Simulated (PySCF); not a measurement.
# Trend along the fourth-period p block: MTl cations

CCSD(T) with double-zeta basis sets in PySCF, for the lowest determinant that a PBE0 search found; no spin–orbit coupling. De refers to high-spin ground-configuration atoms (the charge goes to the atom of lower measured ionisation energy or higher electron affinity, which is not always the lowest computed limit).

```tsv
M	basis	reference, frozen orbitals	charged atom	state (unpaired electrons)	Re (Å)	ωe (cm⁻¹)	De (eV)
Ge	def2-SVP	UHF, 13	Tl+	triplet (σ ↑, π ↑)	3.320	73.1	n/a
As	def2-SVP	UHF, 13	Tl+	quartet (σ ↑, π ↑↑)	3.389	57.6	n/a
Se	cc-pVDZ-PP	UHF, 8	Tl+	triplet (π ↑↑)	3.351	76.7	n/a
Br	def2-SVP	UHF, 13	Tl+	doublet (π ↑)	3.396	65.2	n/a
```

The shortest bond is that of TlGe⁺ (3.320 Å), the longest that of TlBr⁺ (3.396 Å).

The rows differ in basis set, which adds steps of its own.

The state changes along the series, so neighbouring rows are not always alike in their bonding.

Correlated steps freeze the inner cores (8 to 13 orbitals); shallow outer-core shells are correlated. These are scalar-relativistic numbers at best; spin–orbit coupling would shift them, the dissociation energy most. States were picked by a PBE0 search and need not be the measured ground states.
